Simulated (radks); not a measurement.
Values are calculated unless marked as measured or tabulated.
Species: the lutetium ion Lu51+. Configuration: [Ar] 3d2.

Level of theory: scalar-relativistic Kohn-Sham, PW91, spin-polarised, spherical densities, finite nucleus; open shells are filled with parallel spins first (spin-orbit coupling, left out, can overturn this in heavy ions); Fermi nuclear charge, rms radius 5.37 fm (a radial shooting solver on a logarithmic mesh with Libxc functionals).

Energy parts (hartree):
total: -12134.8170
kinetic: 13454.0185
electron-nucleus: -27022.9380
Hartree: 1613.7488
exchange-correlation: -179.6463

Orbitals (lengths in bohr, moments of r in powers of bohr; r(max) is where P^2 peaks; r(90%) holds 90 % of the orbital's charge):
\begin{tabular}{lrrrrr}
orbital & occ. & eigenvalue (hartree) & r(max) & r(90%) & <r^2> \\ \hline
1s up & 1 & -2448.336 & 0.01214 & 0.0351 & 0.0005121 \\
1s down & 1 & -2448.331 & 0.01214 & 0.0351 & 0.0005121 \\
2s up & 1 & -517.3975 & 0.06910 & 0.126 & 0.007799 \\
2s down & 1 & -516.9966 & 0.06907 & 0.126 & 0.007791 \\
2p up & 3 & -470.5323 & 0.05639 & 0.118 & 0.006371 \\
2p down & 3 & -470.2173 & 0.05636 & 0.117 & 0.006362 \\
3s up & 1 & -196.3653 & 0.1885 & 0.291 & 0.04565 \\
3s down & 1 & -195.9252 & 0.1886 & 0.292 & 0.04574 \\
3p up & 3 & -182.3206 & 0.1842 & 0.292 & 0.04479 \\
3p down & 3 & -181.8691 & 0.1844 & 0.292 & 0.04490 \\
3d up & 2 & -168.2151 & 0.1471 & 0.267 & 0.03522 \\
3d down & 0 & -167.6367 & 0.1473 & 0.267 & 0.03535 \\
4s up & 0 & -101.5533 & 0.3827 & 0.536 & 0.1631 \\
4s down & 0 & -101.3969 & 0.3831 & 0.536 & 0.1634 \\
4p up & 0 & -95.91942 & 0.3870 & 0.546 & 0.1672 \\
4p down & 0 & -95.76095 & 0.3875 & 0.546 & 0.1675 \\
\end{tabular}

The highest occupied level is 3d up at -4577.4 eV. For comparison, the ionisation energy in NIST's Atomic Spectra Database is 4673 eV (theoretical). In exact Kohn-Sham theory the highest level is minus the ionisation energy, but local and semilocal functionals leave it too shallow, through self-interaction and a potential that decays too fast; potentials with the right tail come closer. Summed over all electrons, <r^2> = 0.4857 bohr^2, which gives a Langevin (diamagnetic) susceptibility term of -0.385 x 10^-6 cm^3/mol. Spin moment in Bohr magnetons: 2. The spin density at the nucleus is -28.04 e/bohr^3 (1s -4.74, 2s -89.22, 3s 65.92).
